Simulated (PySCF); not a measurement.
CH5Si, SMILES [SiH3][CH2], multiplicity 2. Atoms are numbered in the order given.

```xyz
7

C      1.2686    -0.0034     0.0000
Si    -0.5735    -0.0019     0.0000
H      1.8533     0.0157    -0.9126
H      1.8533     0.0157     0.9126
H     -1.1109     1.3855     0.0000
H     -1.0892    -0.6848    -1.2107
H     -1.0892    -0.6848     1.2107
```
Charge 0, spin multiplicity 2.

The structure is a stationary point at B3LYP-D3(BJ)/def2-TZVP. The isomer is the one that the SMILES or the coordinates give; other isomers of the formula were not compared.

All values below come from PBE/pcH-1 (PySCF).

Unrestricted Kohn–Sham, ⟨S²⟩ = 0.753. Hyperfine tensors hold the contact and dipolar terms, without spin-orbit corrections.

Computed hyperfine couplings:
```
nucleus     A(iso) (MHz)  A(iso) (G)  dipolar principal values (MHz)
----------  ------------  ----------  ------------------------------
13C no. 1           70.7        25.2             -76.6, -75.9, 152.4
29Si no. 2          47.2        16.8                  -2.4, 0.6, 1.8
1H no. 3           -57.7       -20.6               -36.1, -0.8, 36.8
1H no. 4           -57.7       -20.6               -36.1, -0.8, 36.8
1H no. 5           107.1        38.2                 -3.6, -1.2, 4.8
1H no. 6            24.3         8.7                 -3.1, -2.5, 5.6
1H no. 7            24.3         8.7                 -3.1, -2.5, 5.6
```

**Question.** And the g tensor (effective nuclear charges for spin-orbit coupling, GIAO)? (Estimate from the structure and the level; the computed values follow.)

**Answer.** principal values 2.0022, 2.0029, 2.0029; isotropic 2.0027.
